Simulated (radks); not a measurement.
Effect of the nuclear size on neutral calcium, [Ar] 4s2. Method: Dirac Kohn-Sham, relativistic LDA (MacDonald-Vosko exchange, VWN5 correlation), spin-unpolarised, spherical densities, finite nucleus; Fermi nuclear charge, rms radius 3.4776 fm; computed with a radial shooting solver on a logarithmic mesh with Libxc functionals. The rms radius is varied about that value; shifts are against it.

rms radius (fm)  total energy shift (eV)  density at nucleus (e/bohr^3)  1s1/2 shift (meV)  2s1/2 shift (meV)  2p1/2 shift (meV)  3s1/2 shift (meV)
3.0533                          -0.00686                           6124              -2.88             -0.226              0.037             -0.026
3.1298                          -0.00569                           6120              -2.39             -0.188              0.031             -0.021
3.4776                                 0                           6103              0.000              0.000              0.000              0.000
3.8114                           0.00600                           6089               2.53              0.198             -0.032              0.023
4.3261                            0.0163                           6069               6.86              0.538             -0.088              0.062

Slopes of the eigenvalues against <r^2> in GHz/fm^2, as finite differences over the two radii next to the reference (eigenvalue slopes, not the field-shift constants of lines): 1s1/2 251, 2s1/2 19.7, 2p1/2 -3.23, 3s1/2 2.25.
